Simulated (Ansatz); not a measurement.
C4H11O2Si (SMILES [CH2]O[Si](C)(C)OC), doublet, at a GFN2-xTB geometry; MP2/6-311+G(2d,p) in Ansatz (an electronic-structure program).

Ansatz was given this input:
Ansatz 0.2 input:
```yaml
crystal:
  periodic: [false, false, false]
  atoms:
    - {symbol: C, position_ang: [2.50956801, -0.33715163, -0.50159280]}
    - {symbol: O, position_ang: [1.18589813, -0.54426342, -0.49242899]}
    - {symbol: Si, position_ang: [-0.09634703, 0.32736023, 0.06431798]}
    - {symbol: C, position_ang: [0.08491397, 0.56869646, 1.94980227]}
    - {symbol: C, position_ang: [-0.29953025, 1.97595272, -0.84901090]}
    - {symbol: O, position_ang: [-1.40716230, -0.52405946, -0.36963077]}
    - {symbol: C, position_ang: [-1.74604251, -1.84561263, -0.05309563]}
    - {symbol: H, position_ang: [3.09287207, -1.05822443, -1.03995583]}
    - {symbol: H, position_ang: [2.90557224, 0.62238376, -0.22879432]}
    - {symbol: H, position_ang: [-0.79770730, 1.03382863, 2.37813934]}
    - {symbol: H, position_ang: [0.23386391, -0.38211570, 2.45666585]}
    - {symbol: H, position_ang: [0.93529574, 1.19896111, 2.19324396]}
    - {symbol: H, position_ang: [0.58934802, 2.58832915, -0.73430592]}
    - {symbol: H, position_ang: [-1.14129601, 2.54332284, -0.46896003]}
    - {symbol: H, position_ang: [-0.45952338, 1.82002152, -1.91108109]}
    - {symbol: H, position_ang: [-0.92748070, -2.52521655, -0.29582714]}
    - {symbol: H, position_ang: [-2.62572280, -2.11177404, -0.63985926]}
    - {symbol: H, position_ang: [-1.97970534, -1.93728600, 1.01014335]}
basis:
  gaussian:
    orbitals: 6-311+G_2d_p_.json
magnetization: {spin_polarized: true, initial_magnetization: 1}
correlation: {method: mp2}
```
The basis file holds 6-311+G(2d,p) in the JSON format of the Basis Set Exchange.

Output, abridged:

```
Functional definition: HF
2161 factors; integrals over basis functions are off by at most 1.3e-3 eV
mean field evaluation 1: about -16230.8726 eV, gradient 3.6e1 eV
mean field evaluation 2: about -16230.8731 eV, gradient 3.6e1 eV
mean field evaluation 4: about -16236.7599 eV, gradient 4.3e0 eV
mean field evaluation 8: about -16236.8749 eV, gradient 2.1e-1 eV
mean field -16236.87592253 eV, -596.6941844031 hartree, gradient 1.8e-6 eV, S^2 0.762455; 0 other end points of the search recorded, 0 dependent functions left out
11 core orbitals not correlated
reference -16236.87592253 eV, -596.6941844031 hartree; 22, 21 occupied and 230, 231 virtual orbitals, 2161 factors
second order -31.04943716 eV of doubles, -0.00000000 eV of singles
Total energy: -16267.92535968 eV, -597.8352301725 hartree
```
